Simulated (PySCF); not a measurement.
Isomers of C5H11NOSi, mass 129.061 u with the commonest isotopes. Computed with PBE0/pcSseg-1 in PySCF (dipole) on a GFN2-xTB geometry, gas phase. One conformer each, none proved a minimum here; rigid rotors.

Question: Order these by rotational constant B, largest first.
A. `[CH2:1]=[C:2]([CH2:3][NH:4][CH:5]=[O:6])[SiH2:7][CH3:8]` with C1–C2–C3–N4 -101°, C2–C3–N4–C5 -123°, C3–N4–C5–O6 0°, C1–C2–Si7–C8 130°
B. `[CH2:1]=[CH:2][CH2:3][NH:4][SiH2:5][C:6]([CH3:7])=[O:8]` with C1–C2–C3–N4 2°, C2–C3–N4–Si5 -90°, C3–N4–Si5–C6 170°, N4–Si5–C6–C7 167°
C. `[CH2:1]=[CH:2][C@H:3]([CH3:4])[NH:5][C:6](=[O:7])[SiH3:8]` with C1–C2–C3–C4 133°, C2–C3–N5–C6 -116°, C3–N5–C6–O7 -1°
D. `[CH3:1][C:2]([CH3:3])([CH2:4][C:5]#[N:6])[O:7][SiH3:8]` with C1–C2–C4–C5 60°, C1–C2–O7–Si8 -174°
E. `[SiH3:1][NH:2][C@H:3]1[CH:4]=[CH:5][O:6][CH2:7][CH2:8]1` with Si1–N2–C3–C4 159°, N2–C3–C4–C5 141°, C4–C5–O6–C7 8°, C5–O6–C7–C8 -40°, O6–C7–C8–C3 61°

Answer: A (1273 MHz), D (970.6 MHz), C (925.0 MHz), E (902.7 MHz), B (814.3 MHz).

Question: Order these by rotational constant A, largest first.
A. `[SiH3:1][NH:2][C@H:3]1[CH:4]=[CH:5][O:6][CH2:7][CH2:8]1` with Si1–N2–C3–C4 159°, N2–C3–C4–C5 141°, C4–C5–O6–C7 8°, C5–O6–C7–C8 -40°, O6–C7–C8–C3 61°
B. `[CH2:1]=[CH:2][C@H:3]([CH3:4])[NH:5][C:6](=[O:7])[SiH3:8]` with C1–C2–C3–C4 133°, C2–C3–N5–C6 -116°, C3–N5–C6–O7 -1°
C. `[CH3:1][NH:2][C:3](=[O:4])[CH2:5]/[CH:6]=[CH:7]\[SiH3:8]` with C1–N2–C3–O4 2°, N2–C3–C5–C6 66°, C3–C5–C6–C7 -108°
D. `[CH2:1]=[CH:2][O:3][Si@@H:4]1[CH2:5][CH2:6][CH2:7][NH:8]1` with C1–C2–O3–Si4 172°, C2–O3–Si4–C5 -103°, O3–Si4–C5–C6 -100°, Si4–C5–C6–C7 -32°, C5–C6–C7–N8 45°, C6–C7–N8–Si4 -38°
E. `[CH3:1][C:2]([CH3:3])([CH2:4][C:5]#[N:6])[O:7][SiH3:8]` with C1–C2–C4–C5 60°, C1–C2–O7–Si8 -174°
F. `[CH2:1]=[CH:2][CH2:3][NH:4][SiH2:5][C:6]([CH3:7])=[O:8]` with C1–C2–C3–N4 2°, C2–C3–N4–Si5 -90°, C3–N4–Si5–C6 170°, N4–Si5–C6–C7 167°
G. `[CH2:1]=[C:2]([CH2:3][NH:4][CH:5]=[O:6])[SiH2:7][CH3:8]` with C1–C2–C3–N4 -101°, C2–C3–N4–C5 -123°, C3–N4–C5–O6 0°, C1–C2–Si7–C8 130°

Answer: A (4532 MHz), D (4378 MHz), F (3614 MHz), E (3226 MHz), C (2803 MHz), B (2696 MHz), G (2159 MHz).

Question: Order these by radius of gyration √(Σ m r²/M), smallest first.
A. `[SiH3:1][NH:2][C@H:3]1[CH:4]=[CH:5][O:6][CH2:7][CH2:8]1` with Si1–N2–C3–C4 159°, N2–C3–C4–C5 141°, C4–C5–O6–C7 8°, C5–O6–C7–C8 -40°, O6–C7–C8–C3 61°
B. `[CH2:1]=[CH:2][O:3][Si@@H:4]1[CH2:5][CH2:6][CH2:7][NH:8]1` with C1–C2–O3–Si4 172°, C2–O3–Si4–C5 -103°, O3–Si4–C5–C6 -100°, Si4–C5–C6–C7 -32°, C5–C6–C7–N8 45°, C6–C7–N8–Si4 -38°
C. `[CH2:1]=[C:2]([CH2:3][NH:4][CH:5]=[O:6])[SiH2:7][CH3:8]` with C1–C2–C3–N4 -101°, C2–C3–N4–C5 -123°, C3–N4–C5–O6 0°, C1–C2–Si7–C8 130°
D. `[CH2:1]=[CH:2][C@H:3]([CH3:4])[NH:5][C:6](=[O:7])[SiH3:8]` with C1–C2–C3–C4 133°, C2–C3–N5–C6 -116°, C3–N5–C6–O7 -1°
E. `[CH3:1][NH:2][C:3](=[O:4])[CH2:5]/[CH:6]=[CH:7]\[SiH3:8]` with C1–N2–C3–O4 2°, N2–C3–C5–C6 66°, C3–C5–C6–C7 -108°

Answer: C (2.147 Å), B (2.203 Å), A (2.255 Å), D (2.279 Å), E (2.324 Å).

```
                 SMILES  point group  Ia (u·Å²)  Ib (u·Å²)  Ic (u·Å²)      κ  μa (D)  μb (D)  μc (D)
C=C[C@H](C)NC(=O)[SiH3]           C1     187.46     546.33     606.64  -0.90    1.38    0.70    2.94
      C=C(CNC=O)[SiH2]C           C1     234.11     396.97     558.64  -0.41    1.46    2.07    2.66
      C=CO[Si@@H]1CCCN1           C1     115.43     551.04     586.65  -0.97    1.09    0.06    1.01
   [SiH3]N[C@H]1C=COCC1           C1     111.51     559.85     640.98  -0.94    0.12    0.68    0.28
    CNC(=O)C/C=C\[SiH3]           C1     180.29     555.38     657.96  -0.86    2.31    1.99    0.61
     CC(C)(CC#N)O[SiH3]           C1     156.67     520.67     560.10  -0.94    3.05    0.01    0.01
      C=CCN[SiH2]C(C)=O           C1     139.82     620.61     659.32  -0.97    0.19    1.56    1.06
```
